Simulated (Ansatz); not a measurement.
CF$_{2}$NSi (`N#C[Si](F)F`) radical from Hartree–Fock to CCSD(T)

```xyz
5

N     0.803    1.515   -1.462
C     0.392    0.692   -0.767
Si   -0.258   -0.768    0.147
F     0.732   -1.065    1.342
F    -1.669   -0.373    0.739
```

Total charge 0; spin multiplicity 2. All single points use the PBE0-D4/def2-TZVP geometry. Frozen core, unrestricted reference, Ansatz 0.2.0. CBS rows extrapolate triple and quadruple zeta; past MP2 they add the triple-zeta difference.

```
     basis     HF (Eh)  MP2 corr.
  def2-SVP  -579.87170   -0.71247
def2-TZVPP  -580.35967   -0.91502
def2-QZVPP  -580.38256   -0.99365
```

Question: Estimate the CCSD correlation energy and the (T) correction in each basis where they were run (hartree).

Answer: 
```json
{"basis": "def2-SVP", "CCSD corr.": "-0.72329", "(T)": "-0.02006"}
{"basis": "def2-TZVPP", "CCSD corr.": "-0.91856", "(T)": "-0.03634"}
{"basis": "CBS(def2)", "CCSD corr.": "-1.05544", "(T)": "as TZ"}
```
